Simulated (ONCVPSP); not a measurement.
# How hard is this terbium ONCV potential?

terbium, optimised norm-conserving Vanderbilt (ONCV), made with ONCVPSP 4.0.1 (PBE, scalar-relativistic). Core [Kr] 4d10 4f8, reference 5s2 5p6 5d1 6s2. Waves: 5s+6s: rc 2.00 bohr, ncon 4, nbas 9, qcut 5.3 1/bohr, 3 projectors, debl 3.5 Ha; 5p: rc 2.00 bohr, ncon 5, nbas 9, qcut 8.1 1/bohr, 2 projectors, debl 3.5 Ha; 5d: rc 2.20 bohr, ncon 3, nbas 7, qcut 4.6 1/bohr, 2 projectors, debl 3 Ha. Local part: polynomial inside 1.40 bohr (lpopt 1, dvloc0 0 Ha). Core correction: Teter function, fcfact 3, rcfact 1.15.

For each optimised wave give the share of its norm inside rc, the residual kinetic energy above qcut (Ha) and the cutoffs (Ha) for errors of 10, 1, 0.1 and 0.01 mHa per electron.

```json
{"wave": "5s", "norm inside rc": "0.932", "residual KE": "5.0e-05", "10 mHa": "8.1", "1 mHa": "10.9", "0.1 mHa": "13.6", "0.01 mHa": "47.1"}
{"wave": "6s", "norm inside rc": "0.050", "residual KE": "3.0e-05", "10 mHa": "4.5", "1 mHa": "10.0", "0.1 mHa": "12.8", "0.01 mHa": "20.2"}
{"wave": "s projector 3", "norm inside rc": "0.125", "residual KE": "1.1e-03", "10 mHa": "11.0", "1 mHa": "14.3", "0.1 mHa": "32.5", "0.01 mHa": "78.7"}
{"wave": "5p", "norm inside rc": "0.826", "residual KE": "3.2e-07", "10 mHa": "15.3", "1 mHa": "21.0", "0.1 mHa": "25.2", "0.01 mHa": "28.5"}
{"wave": "p projector 2", "norm inside rc": "0.158", "residual KE": "5.6e-07", "10 mHa": "16.6", "1 mHa": "22.5", "0.1 mHa": "26.4", "0.01 mHa": "29.4"}
{"wave": "5d", "norm inside rc": "0.385", "residual KE": "5.3e-05", "10 mHa": "6.1", "1 mHa": "8.2", "0.1 mHa": "10.1", "0.01 mHa": "22.8"}
{"wave": "d projector 2", "norm inside rc": "0.186", "residual KE": "1.2e-03", "10 mHa": "8.5", "1 mHa": "11.1", "0.1 mHa": "25.5", "0.01 mHa": "47.1"}
```

The occupied waves need 21 Ha and 25 Ha for 1 and 0.1 mHa. 1 of 4 tests not solved or not reliable.
